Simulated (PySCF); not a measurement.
Electric properties by functional and basis

C2HBCl2.
Structure used (PBE0-D3(BJ)/def2-SVP), in Å, numbered top down from 1:
```xyz
6
C2HBCl2 angstrom
C      1.6440   -0.3618   -0.0461
C      0.4561   -0.0981   -0.0185
B     -1.0227    0.2256    0.0175
Cl    -2.1692   -0.9493    0.6138
Cl    -1.5965    1.7795   -0.5373
H      2.6946   -0.5919   -0.0725
```

PySCF, dipoles from the SCF density, polarisabilities from static response with core orbitals frozen. Isolated species at its PBE0-D3(BJ)/def2-SVP geometry, gas phase.

The anisotropy is √(½[(α1 − α2)² + (α2 − α3)² + (α3 − α1)²]).

| level | μ (D) | α (Å³) | anisotropy (Å³) |
| --- | --- | --- | --- |
| LDA/def2-SVPD | 1.662 | 10.08 | 5.87 |
| PBE/def2-SVPD | 1.669 | 10.01 | 5.84 |
| B3LYP/def2-SVPD | 1.739 | 9.72 | 5.50 |
| PBE0/def2-SVPD | 1.774 | 9.59 | 5.42 |
| BHandHLYP/def2-SVPD | 1.846 | 9.31 | 5.10 |
| CAM-B3LYP/def2-SVPD | 1.768 | 9.50 | 5.22 |
| wB97X-D/def2-SVPD | 1.808 | 9.48 | 5.18 |
| LC-wPBE/def2-SVPD | 1.791 | 9.20 | 4.98 |
| HF/def2-SVPD | 1.990 | 8.92 | 4.65 |
| PBE0/6-31G* | 1.991 | 7.23 | 6.36 |
| PBE0/def2-SVP | 1.608 | 7.08 | 5.65 |
| PBE0/6-31+G* | 1.913 | 8.41 | 5.97 |
| PBE0/aug-cc-pVDZ | 1.738 | 9.59 | 5.49 |
| PBE0/def2-TZVP | 1.656 | 8.80 | 5.68 |
| PBE0/def2-TZVPD | 1.685 | 9.77 | 5.44 |
| PBE0/aug-cc-pVTZ | 1.702 | 9.74 | 5.44 |

The dipole runs from 1.61 D (PBE0/def2-SVP) to 1.99 D (PBE0/6-31G*). No reference polarisability is at hand; against PBE0 in the largest diffuse basis at hand (aug-cc-pVTZ) the other PBE0 rows deviate by 6-31G* -26%, def2-SVP -27%, 6-31+G* -14%, def2-SVPD -2%, aug-cc-pVDZ -2%, def2-TZVP -10%, def2-TZVPD 0%. In one basis (def2-SVPD) the functionals order the polarisability from HF (lowest) to LDA (highest), a spread of 13%. With PBE0 the polarisability is 7.70 Å³ without diffuse functions (mean of 6-31G*, def2-SVP and def2-TZVP) and 9.42 Å³ with them (mean of 6-31+G*, def2-SVPD, aug-cc-pVDZ, def2-TZVPD and aug-cc-pVTZ).
